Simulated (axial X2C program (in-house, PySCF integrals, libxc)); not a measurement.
Which molecule has these constants?

Computed with an axial X2C code built on PySCF integrals, spin-free (one-electron X2C) or two-component (2c: spin–orbit coupling with atomic mean-field Coulomb and Gaunt terms, which also bring small scalar terms), in Dyall basis sets with cores contracted in-house; open shells are unrestricted.

A two-component PBE0 calculation in a Dyall 3-zeta basis gave Re = 2.561 Å, ωe = 218.2 cm⁻¹, dipole magnitude 3.47 D, Ω = 0.

Task: Which molecule is it?
A. InBr
B. BBr
C. AlBr
D. GaBr

Result: A. The others have AlBr 2.318 Å and 369.7 cm⁻¹ (Ω = 0); BBr 1.890 Å and 683.7 cm⁻¹ (Ω = 0); GaBr 2.368 Å and 261.9 cm⁻¹ (Ω = 0).

Each entry is the lowest single determinant of a limited PBE0 search at one distance. De goes to single-determinant-based atoms at the same level (for ions the charge split of lowest energy) and is withheld (n/a) where an atom does not fit its ground term or J level. Main or longest-lived isotopes. Some light 2c atoms are not at their ground J level, so De misses part of their lowering (0.04 eV or less). The functionals have no current term, which raises determinants with orbital currents.
